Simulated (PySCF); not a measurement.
## Core-level binding energies of (H2Ga-mu-SH)3

Species: (H2Ga-mu-SH)3.
Cartesian coordinates in Å at the PBE0-D3(BJ)/def2-SVP level; atoms count from 1:
```xyz
15
Ga3H9S3 angstrom
Ga    -2.040   -0.771   -0.962
H     -3.533   -0.356   -0.750
H     -1.421   -1.850   -1.903
S     -0.966    1.268   -1.587
Ga     1.411    1.345   -1.368
H      1.930    0.222   -2.316
H      1.736    2.875   -1.347
S      2.000    0.616    0.825
Ga     1.057   -1.445    1.578
H      1.200   -1.371    3.133
H      1.579   -2.514    0.571
S     -1.306   -1.392    1.222
H     -1.359    2.100   -0.599
H      1.348    1.514    1.595
H     -1.669   -0.317    1.952
```

The calculation used PySCF, delta-SCF UKS SCAN, pcX-2 on the ionised atom, pcseg-1 elsewhere, spin-free X2C. These are vertical core ionisation energies against the vacuum level, from separate self-consistent calculations with and without the core hole.

**Question.** Give the core binding energies atom by atom.

**Answer.** 
| atom(s) | environment | level | binding energy (eV) | count |
| --- | --- | --- | --- | --- |
| S4/S8/S12 | sulfur bonded to 2 Ga and H | S 1s | 2477.34 | 3 |

**Question.** Which photon energy gives electrons from S 1s of S4/S8/S12 a kinetic energy of 50 eV, and what is their de Broglie wavelength?

**Answer.** hν = 2477.34 + 50 = 2527.34 eV, recoil neglected; λ = 12.264 Å/√(E/eV) = 1.73 Å.

Atoms equivalent by their bonding share one computed value, that of the first of them. Not every level is listed. No level of gallium is listed. The structure is a single PBE0-D3(BJ)/def2-SVP conformer in the gas phase; no vibrational or solvent corrections.

Time: 30 s of wall time; peak memory 0.59 GiB. Hardware: one thread of an Arm Neoverse V1, shared host with 32 logical CPUs at a one-minute load of 41.
